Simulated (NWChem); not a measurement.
System: C4H4OS; SMILES [C@@H](C=O)(C#C)S

Here is an NWChem input.

```
start job
memory heap 200 mb stack 900 mb global 1100 mb
geometry units angstroms noautoz
  C      2.221873     1.234787    -0.191311
  C      1.210101     0.635910     0.094133
  C      0.000944    -0.078794     0.449844
  S     -0.145127    -1.744771    -0.330541
  C     -1.290362     0.672452     0.122685
  O     -1.342288     1.760971    -0.365618
  H      3.115844     1.769547    -0.455161
  H     -0.041289    -0.247123     1.541424
  H      0.624782    -2.384383     0.573769
  H     -2.205768     0.089385     0.397356
end
basis spherical
  * library def2-svp
end
dft
  xc b3lyp
  grid xfine
  iterations 150
  mulliken
end
task dft gradient
```

Output (shortened):

```
             Northwest Computational Chemistry Package (NWChem) 7.3.0
             --------------------------------------------------------

 C1  symmetry detected

                             Geometry "geometry" -> ""
                             -------------------------

 Output coordinates in angstroms (scale by  1.889725989 to convert to a.u.)

  No.       Tag          Charge          X              Y              Z
 ---- ---------------- ---------- -------------- -------------- --------------
    1 C                    6.0000     2.01147414     1.50967961    -0.18522321
    2 C                    6.0000     1.09165448     0.78853653     0.12734512
    3 C                    6.0000    -0.00760361    -0.07193097     0.51544320
    4 S                   16.0000     0.06268437    -1.76149481    -0.22364440
    5 C                    6.0000    -1.39086059     0.49195941     0.18756743
    6 O                    8.0000    -1.59256596     1.55127376    -0.32544115
    7 H                    1.0000     2.82333537     2.15212723    -0.47316698
    8 H                    1.0000    -0.01630329    -0.21703930     1.61113160
    9 H                    1.0000     0.91996084    -2.26989179     0.68533829
   10 H                    1.0000    -2.21740160    -0.20093665     0.48774143

 Effective nuclear repulsion energy (a.u.)     248.8725922053

                                 NWChem DFT Module
                                 -----------------

 Summary of "ao basis" -> "ao basis" (spherical)
 ------------------------------------------------------------------------------
       Tag                 Description            Shells   Functions and Types
 ---------------- ------------------------------  ------  ---------------------
 C                          def2-svp                 6       14   3s2p1d
 S                          def2-svp                 8       18   4s3p1d
 O                          def2-svp                 6       14   3s2p1d
 H                          def2-svp                 3        5   2s1p

            General Information
            -------------------
          SCF calculation type: DFT
          Wavefunction type:  closed shell.
          No. of atoms     :    10
          No. of electrons :    52
           Alpha electrons :    26
            Beta electrons :    26
          Charge           :     0
          Spin multiplicity:     1
          Use of symmetry is: off; symmetry adaption is: off
          Maximum number of iterations: 150
          AO basis - number of functions:   108
                     number of shells:    50
          Convergence on energy requested:  1.00D-06
          Convergence on density requested:  1.00D-05
          Convergence on gradient requested:  5.00D-04

              XC Information
              --------------
                         B3LYP Method XC Potential
                     Hartree-Fock (Exact) Exchange  0.200
                        Slater Exchange Functional  0.800 local
                    Becke 1988 Exchange Functional  0.720 non-local
              Lee-Yang-Parr Correlation Functional  0.810
                  VWN I RPA Correlation Functional  0.190 local

             Grid Information
             ----------------
          Grid used for XC integration:  xfine
          Radial quadrature: Mura-Knowles
          Angular quadrature: Lebedev.
          Tag              B.-S. Rad. Rad. Pts. Rad. Cut. Ang. Pts.
          ---              ---------- --------- --------- ---------
          C                   0.70      100          12.0      1454
          S                   1.00      125          12.0      1454
          O                   0.60      100          12.0      1454
          H                   0.35      100          14.0      1202
          Grid pruning is: on
          Number of quadrature shells:  1025
          Spatial weights used:  Erf1

      Superposition of Atomic Density Guess
      -------------------------------------

 Sum of atomic energies:        -624.53483047

      Non-variational initial energy
      ------------------------------

 Total energy =    -627.421733
 1-e energy   =   -1350.520738
 2-e energy   =     474.226413
 HOMO         =      -0.288811
 LUMO         =      -0.026700

     ---------------------------------------------
      Total Density - Mulliken Population Analysis
     ---------------------------------------------

[...]

                         DFT ENERGY GRADIENTS

    atom               coordinates                        gradient
                 x          y          z           x          y          z
   1 C       3.801135   2.852881  -0.350021   -0.001535  -0.001166   0.000544
   2 C       2.062928   1.490118   0.240647   -0.001882  -0.001631   0.000171
   3 C      -0.014369  -0.135930   0.974046   -0.000668  -0.002294  -0.003670
   4 S       0.118456  -3.328743  -0.422627    0.000220   0.006287   0.003372
   5 C      -2.628345   0.929668   0.354451    0.001920   0.003793  -0.002320
   6 O      -3.009513   2.931482  -0.614995    0.001872  -0.006454   0.003293
   7 H       5.335330   4.066931  -0.894156    0.000402   0.000347  -0.000164
   8 H      -0.030809  -0.410145   3.044597    0.000004   0.000025  -0.000161
   9 H       1.738474  -4.289473   1.295102   -0.000948   0.000878  -0.000808
  10 H      -4.190281  -0.379715   0.921698    0.000616   0.000215  -0.000257
```

Level: B3LYP/def2-SVP. The geometry was optimised at PBE0/def2-SVP.
